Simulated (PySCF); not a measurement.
## Electric field gradients and quadrupole coupling constants

Compound: C8H9OPS.
Z-matrix (Å and degrees, GFN2-xTB geometry), rows numbered from 1:
```
C 
C   1  1.3210
P   2  1.8172  1  118.57
O   3  1.4644  2  114.80  1    -0.89
C   3  1.8169  2  104.10  1   125.52
C   5  1.3209  3  118.62  2  -124.63
C   3  1.8103  2  103.72  1  -125.73
C   7  1.4185  3  127.43  2   -55.97
C   8  1.3544  7  112.23  3   179.36
S   9  1.7222  8  112.19  7    -0.02
C   7  1.3612  3  120.12  2   123.31
H   1  1.0785  2  123.18  3   179.80
H   1  1.0790  2  119.51  3    -0.25
H   2  1.0802  1  122.95  3  -179.66
H   5  1.0800  3  118.48  2    55.49
H   6  1.0786  5  123.18  3  -179.97
H   6  1.0789  5  119.56  3    -0.04
H   8  1.0754  7  123.95  3    -0.62
H   9  1.0720  8  128.41  7  -179.97
H  11  1.0719  7  126.93  3     0.56
```

Field gradients from the PBE0/pcSseg-1 density (PySCF, non-relativistic), principal values in atomic units, ordered |Vxx| ≤ |Vyy| ≤ |Vzz|:

```json
{"atom": "O4", "Vxx": "-0.4201", "Vyy": "-0.4372", "Vzz": "0.8573"}
{"atom": "S10", "Vxx": "-0.4515", "Vyy": "-1.3359", "Vzz": "1.7874"}
```

Problem. Find the asymmetry η = (Vxx − Vyy)/Vzz and the couplings χ = eQV/h (234.96 MHz × Q in barn × V in au), with Q(17O) = −0.0256 b, Q(33S) = −0.0678 b.

Solution. 
| atom | environment | nucleus | η | χzz (MHz) | χxx (MHz) | χyy (MHz) |
| --- | --- | --- | --- | --- | --- | --- |
| O4 | phosphoryl oxygen | 17O | 0.02 | -5.16 | 2.53 | 2.63 |
| S10 | thiophene-type sulfur | 33S | 0.49 | -28.48 | 7.19 | 21.28 |

The gradient is axial or nearly so (η below 0.05) at O4. 

Problem. What is Vzz at O4 in SI units (1 au = 9.71736 × 10²¹ V/m²)?

Solution. 0.8573 au = 8.330 × 10²¹ V/m².

Problem. And the gradient at the other heavy atoms, for which no coupling is worked out here?

Solution. 
| atom | environment | Vzz (au) | η |
| --- | --- | --- | --- |
| C1 | terminal =CH2 carbon | 0.420 | 0.24 |
| C2 | alkene CH carbon | 0.268 | 0.71 |
| P3 | phosphoryl phosphorus | -0.345 | 0.36 |
| C5 | alkene CH carbon | 0.267 | 0.71 |
| C6 | terminal =CH2 carbon | 0.421 | 0.24 |
| C7 | substituted aromatic carbon | 0.184 | 0.22 |
| C8 | aromatic CH carbon | 0.218 | 0.17 |
| C9 | aromatic CH next to a ring sulfur | -0.256 | 0.23 |
| C11 | aromatic CH next to a ring sulfur | -0.291 | 0.03 |

Problem. What couplings would deuterons (Q(2H) = 0.00286 b) have in place of the hydrogens, at this geometry?

Solution. 
```json
{"atom": "H12", "bonded to": "C1", "bond length (Å)": "1.079", "Vzz (au)": "0.3325", "η": "0.02", "χzz (kHz)": "223"}
{"atom": "H13", "bonded to": "C1", "bond length (Å)": "1.079", "Vzz (au)": "0.3225", "η": "0.03", "χzz (kHz)": "217"}
{"atom": "H14", "bonded to": "C2", "bond length (Å)": "1.080", "Vzz (au)": "0.3319", "η": "0.05", "χzz (kHz)": "223"}
{"atom": "H15", "bonded to": "C5", "bond length (Å)": "1.080", "Vzz (au)": "0.3323", "η": "0.06", "χzz (kHz)": "223"}
{"atom": "H16", "bonded to": "C6", "bond length (Å)": "1.079", "Vzz (au)": "0.3323", "η": "0.02", "χzz (kHz)": "223"}
{"atom": "H17", "bonded to": "C6", "bond length (Å)": "1.079", "Vzz (au)": "0.3228", "η": "0.03", "χzz (kHz)": "217"}
{"atom": "H18", "bonded to": "C8", "bond length (Å)": "1.075", "Vzz (au)": "0.3397", "η": "0.07", "χzz (kHz)": "228"}
{"atom": "H19", "bonded to": "C9", "bond length (Å)": "1.072", "Vzz (au)": "0.3460", "η": "0.09", "χzz (kHz)": "232"}
{"atom": "H20", "bonded to": "C11", "bond length (Å)": "1.072", "Vzz (au)": "0.3408", "η": "0.07", "χzz (kHz)": "229"}
```

The structure is a single GFN2-xTB conformer in the gas phase; no vibrational or solvent corrections. GFN2-xTB bond lengths can be off by several hundredths of an ångström, more for odd bonds, and the gradients follow them. With so small a basis the couplings can be 20 % off.
